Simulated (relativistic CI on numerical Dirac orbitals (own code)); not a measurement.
Method of calculation: Dirac-Coulomb-Breit CI, separate exchange-only KLI orbitals for each configuration, QED by a radiative potential, valence Slater integrals scaled by 0.85, P86 correlation energy added to each configuration (own radial code, finite nucleus).

Configuration list (outside the closed core [Ar] 3d10): 4s², 4s4p, 4p², 4s4d, 4s4f, 4d², 4s5s, 4s5p, 4p4d, 4s6s, 4s5d, 4f², 4s6p, 4p4f, 4s5f, 4s7s, 4s5g, 4s6d, 4s7p, 4s6f, 4p5s, 4d4f. Levels of other configurations are missing.

Correlation outside the listed configurations is missing or only estimated: errors of thousands of cm⁻¹ between configurations and terms are usual at this charge. Rates and lifetimes follow the computed energies and can be off by large factors. The fine structure of a lone outer electron comes out too small, for d and f at times inverted, and misplaced configurations move strength between like terms. 40 of the 44 excited levels that our extract of the measured tables holds in this range could be paired (the sources list more); they are missed by 3421 cm⁻¹ on average and 6812 at most, and levels without a partner can miss by more.

Outline of the computed level scheme of Ge III. Lowest level of each configuration: 4s² ¹S0 at 0.0000 eV; 4s4p ³P°0 at 7.1999 eV; 4p² ¹D2 at 17.4462 eV; 4s5s ³S1 at 19.2211 eV; 4s4d ³D1 at 19.6846 eV; 4s5p ³P°0 at 22.0433 eV; 4s6s ³S1 at 25.7195 eV; 4s4f ³F°2 at 25.8837 eV; 4s5d ³D1 at 25.9168 eV.

Some strong electric-dipole decays among the lowest 30 levels: 4s4d ¹D2 → 4s4p ¹P°1 (5.5e+09 s⁻¹); 4s4d ³D3 → 4s4p ³P°2 (4.0e+09 s⁻¹); 4s4p ¹P°1 → 4s² ¹S0 (3.5e+09 s⁻¹); 4p² ³P0 → 4s4p ³P°1 (3.2e+09 s⁻¹); 4p² ¹S0 → 4s4p ¹P°1 (3.1e+09 s⁻¹); 4s4d ³D2 → 4s4p ³P°1 (3.0e+09 s⁻¹); 4p² ³P2 → 4s4p ³P°2 (2.4e+09 s⁻¹); 4s4d ³D1 → 4s4p ³P°0 (2.3e+09 s⁻¹).

Rates of lines that live on the mixing of spin multiplicities can be off by large factors.

LS names give the leading component of a level, which can be under half, so a name can repeat, a term be missing and a line seem to break the LS rules.
